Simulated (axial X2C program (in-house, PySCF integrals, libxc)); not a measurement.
# BeAl: from Re and ωe to a spectrum

A bond curve at the CCSD(T) level, two-component, was computed with an in-house all-electron X2C program for linear molecules (integrals from PySCF) (basis Al dyall-v3z [8s8p2d1f], Be dyall-cv3z [8s8p3d1f] (cores contracted in-house)) for the state Ω = 1/2 (⟨Sz⟩ = -0.50, ⟨Lz⟩ = 1.00 at HF). Its fit gives Re = 2.4279 Å, ωe = 384.5 cm⁻¹, ωexe = 6.63 cm⁻¹ and αe = 7.103e-03 cm⁻¹; the masses are 26.9815 and 9.0122 u. Two-component means X2C with spin–orbit coupling and atomic mean-field Coulomb and Gaunt terms.

Correlated methods: 5 electrons correlated (number of frozen shells: Al 2 s, 1 p; Be 1 s), 149 virtual spin orbitals or spinors in MP2, 90 natural virtuals in coupled cluster.

Task: Find the reduced mass, Be and the force constant.

Result: From the CCSD(T) values: μ = 6.7557 u. Be = 16.8576/(μ Re²) = 0.4233 cm⁻¹. k = 5.8918×10⁻⁷ μ ωe² = 0.588 mdyn/Å.

Task: A Morse curve ties αe to the other constants (Pekeris). How well does that hold?

Result: αe(Morse) = 6Be²/ωe × (√(ωexe/Be) − 1) = 8.270e-03 cm⁻¹; the CCSD(T) curve gives 7.103e-03 cm⁻¹, a ratio of 1.16.

Task: Where do the fundamental and the first overtone lie?

Result: ν(1←0) = ωe − 2ωexe = 371.2 cm⁻¹; ν(2←0) = 2ωe − 6ωexe = 729.2 cm⁻¹.

Task: Estimate the centrifugal constant by the Kratzer relation.

Result: D = 4Be³/ωe² = 2.05e-06 cm⁻¹.

Task: Estimate De from a Morse curve and compare with the computed well depth of 0.514 eV to Al + Be.

Result: De(Morse) = ωe²/(4ωexe) = 0.691 eV against 0.514 eV computed, a ratio of 1.34. The extrapolation overshoots: the well softens faster than a Morse curve, or the lowest atomic limit lies below the one to which the curve heads.

The state is a single determinant with fixed occupations, the lowest that a limited PBE0 search found. Dissociation energies refer to the lowest single-determinant-based atoms at the same level and basis. Coupled cluster ran in a truncated set of natural virtual spinors; the MP2 energy of the rest was added. (T) has no such correction and the atoms are truncated less, which lowers De at CCSD(T) by a hundredth of an eV or more. Other states lie close and PBE0, whose exact exchange favours high spin, may order them wrongly; the determinant shown need not be the ground state. The nearest other 2c determinant of the search, Ω = 3/2, lies 0.01 eV up at the distance of the search.
